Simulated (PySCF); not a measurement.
**input.py for Mg**

Input:

```python
from pyscf import gto, dft

mol = gto.M(
    atom='Mg 0 0 0',
    basis='def2-svpd',
    charge=0,
    spin=0,
    symmetry=True,
    verbose=4,
)
mf = dft.RKS(mol, xc='wb97x')
mf.kernel()
mf.analyze()
print('orbital energies (hartree):', mf.mo_energy[..., max(0, mol.nelec[1]-3):mol.nelec[0]+3].round(4))
```

```bash
$ OMP_NUM_THREADS=1 python input.py
```

Output (some set-up lines removed):

```
PySCF version 2.14.0

[INPUT] verbose = 4
[INPUT] num. atoms = 1
[INPUT] num. electrons = 12
[INPUT] charge = 0
[INPUT] spin (= nelec alpha-beta = 2S) = 0
[INPUT] symmetry True subgroup None
[INPUT] Mole.unit = angstrom
[INPUT] Symbol           X                Y                Z      unit          X                Y                Z       unit  Magmom
[INPUT]  1 Mg     0.000000000000   0.000000000000   0.000000000000 AA    0.000000000000   0.000000000000   0.000000000000 Bohr   0.0

nuclear repulsion = 0
point group symmetry = SO3
symmetry origin: [0. 0. 0.]
symmetry axis x: [1. 0. 0.]
symmetry axis y: [0. 1. 0.]
symmetry axis z: [0. 0. 1.]
num. orbitals of irrep s+0 = 4
num. orbitals of irrep p-1 = 4
num. orbitals of irrep p+0 = 4
num. orbitals of irrep p+1 = 4
num. orbitals of irrep d-2 = 1
num. orbitals of irrep d-1 = 1
num. orbitals of irrep d+0 = 1
num. orbitals of irrep d+1 = 1
num. orbitals of irrep d+2 = 1
number of shells = 9
number of NR pGTOs = 39
number of NR cGTOs = 21
basis = def2-svpd
ecp = {}

******** <class 'pyscf.dft.rks_symm.SymAdaptedRKS'> ********
method = SymAdaptedRKS
initial guess = minao
damping factor = 0
level_shift factor = 0
DIIS = <class 'pyscf.scf.diis.CDIIS'>
diis_start_cycle = 1
diis_space = 8
diis_damp = 0
SCF conv_tol = 1e-09
SCF conv_tol_grad = None
SCF max_cycles = 50
direct_scf = True
direct_scf_tol = 1e-13
XC library pyscf.dft.libxc version 7.0.0
    S. Lehtola, C. Steigemann, M. J.T. Oliveira, and M. A.L. Marques.,  SoftwareX 7, 1–5 (2018)
XC functionals = wb97x
    J.-D. Chai and M. Head-Gordon.,  J. Chem. Phys. 128, 084106 (2008)
radial grids:
    Treutler-Ahlrichs [JCP 102, 346 (1995); DOI:10.1063/1.469408] (M4) radial grids

becke partition: Becke, JCP 88, 2547 (1988); DOI:10.1063/1.454033
pruning grids: <function nwchem_prune>
grids dens level: 3
symmetrized grids: True
atomic radii adjust function: <function treutler_atomic_radii_adjust>
small_rho_cutoff = 0
Freeze 0 electrons in irreps []
    12 free electrons in irreps s+0 p-1 p+0 p+1 d-2 d-1 d+0 d+1 d+2
Set gradient conv threshold to 3.16228e-05
Initial guess from minao.
tot grids = 18584
init E= -199.972862737279
HOMO (s+0) = -0.265531306261223  LUMO (p-1) = 0.0253742182864072  gap/eV = 7.91594
cycle= 1 E= -199.985555468909  delta_E= -0.0127  |g|= 0.00827  |ddm|= 0.126
HOMO (s+0) = -0.267970839988074  LUMO (p-1) = 0.024318504384659  gap/eV = 7.95360
cycle= 2 E= -199.985568332209  delta_E= -1.29e-05  |g|= 0.000759  |ddm|= 0.0118
HOMO (s+0) = -0.267784475392136  LUMO (p+1) = 0.0243917159359546  gap/eV = 7.95052
cycle= 3 E= -199.98556847294  delta_E= -1.41e-07  |g|= 5.47e-05  |ddm|= 0.00167
HOMO (s+0) = -0.267808482070525  LUMO (p+0) = 0.0243682945572353  gap/eV = 7.95054
cycle= 4 E= -199.985568475762  delta_E= -2.82e-09  |g|= 1.17e-05  |ddm|= 0.00041
HOMO (s+0) = -0.267815486130557  LUMO (p-1) = 0.0243605350409873  gap/eV = 7.95051
cycle= 5 E= -199.985568475973  delta_E= -2.11e-10  |g|= 2.07e-07  |ddm|= 0.000152
HOMO (s+0) = -0.267815531567905  LUMO (p+0) = 0.024360475789466  gap/eV = 7.95051
Extra cycle  E= -199.985568475973  delta_E= 2.84e-13  |g|= 5.29e-08  |ddm|= 1.37e-06
converged SCF energy = -199.985568475973
**** SCF Summaries ****
Total Energy =                        -199.985568475972684
Nuclear Repulsion Energy =               0.000000000000000
One-electron Energy =                 -279.180814139895460
Two-electron Energy =                   79.195245663922776
Two-electron Coulomb Energy =           95.597724822405638
DFT Exchange-Correlation Energy =      -16.402479158482855
HOMO-LUMO gap [eV] =                     7.950514121983772
Wave-function symmetry id = 0
**** MO energy ****
MO #1 (s+0 #1), energy= -46.8477353981628 occ= 2
MO #2 (s+0 #2), energy= -3.21817873335979 occ= 2
MO #3 (p-1 #1), energy= -1.9596613361714 occ= 2
MO #4 (p+0 #1), energy= -1.9596613361714 occ= 2
MO #5 (p+1 #1), energy= -1.9596613361714 occ= 2
MO #6 (s+0 #3), energy= -0.267815531567905 occ= 2
MO #7 (p-1 #2), energy= 0.0243604757894668 occ= 0
MO #8 (p+0 #2), energy= 0.024360475789466 occ= 0
MO #9 (p+1 #2), energy= 0.0243604757894664 occ= 0
[12 lines left out]
 ** Mulliken pop on meta-lowdin orthogonal AOs  **
 ** Mulliken pop  **
pop of  0 Mg 1s           2.00000
pop of  0 Mg 2s           1.99993
pop of  0 Mg 3s           1.99984
pop of  0 Mg 4s           0.00023
pop of  0 Mg 2px          1.99979
pop of  0 Mg 2py          1.99979
pop of  0 Mg 2pz          1.99979
pop of  0 Mg 3px          0.00012
pop of  0 Mg 3py          0.00012
pop of  0 Mg 3pz          0.00012
pop of  0 Mg 4px          0.00007
pop of  0 Mg 4py          0.00007
[9 lines left out]
 ** Mulliken atomic charges  **
charge of    0Mg =      0.00000
Dipole moment(X, Y, Z, Debye):  0.00000,  0.00000,  0.00000
orbital energies (hartree): [-1.9597 -1.9597 -0.2678  0.0244  0.0244  0.0244]
```

In short: E(SCF) = -199.985568 Eh, 5 cycles.

Run time: 0.74 s on 1 thread of Arm Neoverse V2 (shared host), peak memory 0.13 GiB.
